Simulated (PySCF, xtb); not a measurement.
GeCl₂, SMILES [Cl][Ge][Cl] (connectivity only; charge and spin as stated), neutral, multiplicity 1.

GFN2-xTB (xtb 6.7.1) at its own geometry gives an orbital gap of 3.77 eV and a dipole moment of 2.70 D.

Coordinates come from a PBE0-D3(BJ)/def2-TZVP optimisation. The isomer is the one that the SMILES or the coordinates give; other isomers of the formula were not compared.

Question: What does ωB97X/def2-TZVPD (PySCF) give? (An estimate is asked for; the answer gives what the named calculation found.)

Answer: gap 9.20 eV (levels -10.36 and -1.15 eV), dipole 2.08 D.
